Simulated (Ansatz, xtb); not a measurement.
## Relative energy of two isomers of C6H8Si

We compare a, `C#C[Si](C)(C)C#C`, a singlet, with b, `C#CC[Si@@H](C)C#C`, a singlet. Both are isolated molecules in the gas phase, relaxed with r2SCAN-D4/def2-SVP, each in the lowest conformer that the search found.

Quicker runs give these differences E(b) − E(a): GFN2-xTB −5.5 kcal/mol; HF/STO-3G +15.8 kcal/mol (at GFN2-xTB geometries); r2SCAN-D4/def2-SVP//GFN2-xTB +12.2 kcal/mol.

**Question.** Estimate E(b) − E(a) at the level CCSD(T)/def2-SVP + ΔMP2/def2-TZVPP.

**Answer.** Calculated at CCSD(T)/def2-SVP + ΔMP2/def2-TZVPP: E(b) − E(a) = +15.2 kcal/mol, so structure a lies lower.

The same difference at several levels:

| level | geometry | E(b) − E(a) (kcal/mol) | departure from the last row (kcal/mol) | job, with rough time for the two |
| --- | --- | --- | --- | --- |
| GFN2-xTB | GFN2-xTB | −5.5 | −20.7 | optimisation, 0.18 s |
| HF/STO-3G | GFN2-xTB | +15.8 | +0.6 | single point, 0.44 s |
| r2SCAN-D4/def2-SVP//GFN2-xTB | GFN2-xTB | +12.2 | −3.0 | single point, 3 s |
| r2SCAN-D4/def2-SVP | r2SCAN-D4/def2-SVP | +12.2 | −3.0 | optimisation, 23 s |
| HF/def2-SVP | r2SCAN-D4/def2-SVP | +13.0 | −2.2 | part of the CCSD(T) run |
| MP2/def2-SVP | r2SCAN-D4/def2-SVP | +13.3 | −1.9 | part of the CCSD(T) run |
| CCSD(T)/def2-SVP | r2SCAN-D4/def2-SVP | +12.6 | −2.6 | single point |
| CCSD(T)/def2-SVP + ΔMP2/def2-TZVPP | r2SCAN-D4/def2-SVP | +15.2 |  | single point, 50 s |

As drawn, b has 1 C–C, 1 Si–H in place of 1 C–Si, 1 C–H.

GFN2-xTB puts the two in the other order. The largest departure from CCSD(T)/def2-SVP + ΔMP2/def2-TZVPP is that of GFN2-xTB, 20.7 kcal/mol. The last row adds to CCSD(T) the change of the MP2 difference between the two basis sets, here +2.6 kcal/mol.

With thermal terms from frequencies at re-optimised GFN2-xTB minima (ideal gas, soft modes damped towards free rotors, one conformer each, 298.15 K, 1 atm): on the last row, ΔE + ΔZPE = +13.9, ΔH = +13.6, ΔG = +14.0 kcal/mol.

The correlated steps freeze 11 core orbitals. Mirror images aren't counted in ΔG. Programs: Ansatz 0.2.0, xtb 6.7.1; the last row on 2 threads of Intel(R) Xeon(R) 6975P-C (Granite Rapids) on a shared host.
